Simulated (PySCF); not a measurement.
**Vertical excitation energies**

Compound: C6H14N (charge +1).
Numbering: `[CH3:1][CH2:2][CH2:3][NH+:4]1[CH2:5][CH2:6][CH2:7]1` (hydrogens: H8, H9, H10 on C1; H11, H12 on C2; H13, H14 on C3; H15 on N4; H16, H17 on C5; H18, H19 on C6; H20, H21 on C7)

Method: PySCF, TDDFT PBE0/def2-SVPD, vertical, gas phase, core orbitals frozen in the response. Geometry: PBE0-D3(BJ)/def2-SVP, one conformer, isolated ion. Torsions of this conformer, `[CH3:1][CH2:2][CH2:3][NH+:4]1[CH2:5][CH2:6][CH2:7]1`: C1–C2–C3–N4 60°, C2–C3–N4–C5 69°.

Problem. What does the calculation give for the low-lying excited states?

Solution. 

```csv
state,E (eV),ν̃ (cm⁻¹),f,|μ| (D),"main configurations (H = HOMO, L = LUMO)"
S1,8.57,69140,0.0064,0.45,H→L (98%)
S2,8.73,70430,0.026,0.89,H-1→L (97%)
S3,9.11,73460,0.0039,0.34,H-2→L (96%)
S4,9.16,73900,0.0033,0.31,H-3→L (95%)
S5,9.31,75070,0.011,0.56,H-4→L (92%)
S6,9.60,77430,0.016,0.67,"H→L+1 (82%), H→L+3 (11%)"
```

The lowest singlet lies at 8.57 eV (145 nm, vacuum ultraviolet) and is weak; its leading configuration is HOMO→LUMO (98%). The strongest level in the table is S2 at 8.73 eV (142 nm, f = 0.026). Löwdin shares by element: HOMO carbon 48% or more, hydrogen 23% or more (atoms not listed hold the other 29%); LUMO hydrogen 21% or more, carbon 18% or more, nitrogen 11% (atoms not listed hold the other 51%). The oscillator strengths of these states sum to 0.067; summed over the whole spectrum of an exact calculation they would give the number of electrons, 56 (Thomas–Reiche–Kuhn). Of the 6 states listed, 3 reach f = 0.01 and none stays under 0.0005. Weighted by f, the mean energy of these states is 9.07 eV. Singlets were solved by full linear response.
